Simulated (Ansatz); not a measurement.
`[OH][SnH]([F])[Br]` → H–F + `[OH][Sn][Br]` at 500 K and 1 bar (stannylene formation by 1,1-elimination).

Isolated molecules relaxed with PBE0-D4/def2-TZVP in Ansatz; ΔE leaves out vibrations. CCSD(T)/CBS is the MP2 limit (def2-TZVPP, def2-QZVPP) plus CCSD(T) − MP2 in def2-TZVPP, frozen cores. This one scheme is used for every species. Elements past krypton have def2 core potentials. For Br, Sn outer-core shells are correlated without core-valence functions, which leaves a few kJ/mol of doubt a bond. Scalar relativity is left out up to krypton. Each species was taken in one conformer, which may not be the lowest.

```tsv
species	CCSD(T)/CBS energy (Eh)	H − E (kJ/mol)	S (J/(mol·K))
`[OH][SnH]([F])[Br]`	-2963.61162	99.9	407.1
H–F	-100.39570	39.4	188.7
`[OH][Sn][Br]`	-2863.20849	63.6	350.5
```

H − E and S are ideal-gas, rigid-rotor, harmonic terms from PBE0-D4/def2-TZVP, for one conformer and one mirror image of each species. 1 Eh = 2625.50 kJ/mol, R = 8.31446 J/(mol·K).

Question: By hand: ΔE, ΔH, ΔS and ΔG.

Answer: ΔE = (-100.39570) + (-2863.20849) − (-2963.61162) = 0.00743 Eh = 19.5 kJ/mol. Δ(H − E) = 39.4 + 63.6 − 99.9 = 3.1, so ΔH = 22.6 kJ/mol. ΔS = 188.7 + 350.5 − 407.1 = 132.1 J/(mol·K). ΔG = 22.6 − 500 × (132.1)/1000 = -43.4 kJ/mol.

Question: By hand: the equilibrium constant, and the temperature at which ΔG would vanish if ΔH and ΔS stayed fixed.

Answer: log₁₀ K = −ΔG/(RT ln 10) = 4.5. ΔG = 0 at ΔH/ΔS = 171 K.

The number of gas molecules changes by +1, which sets the sign of ΔS. A doubt of 5 kJ/mol in ΔE shifts log₁₀ K by 0.5 here. Other conformers and mirror images would add mixing entropy, several J/(mol·K) or more a flexible species. These are equilibria of isolated gas molecules and say nothing of rates. Largest T1 diagnostic: 0.015 (customary marks: 0.02 for closed shells, 0.045 for open ones).
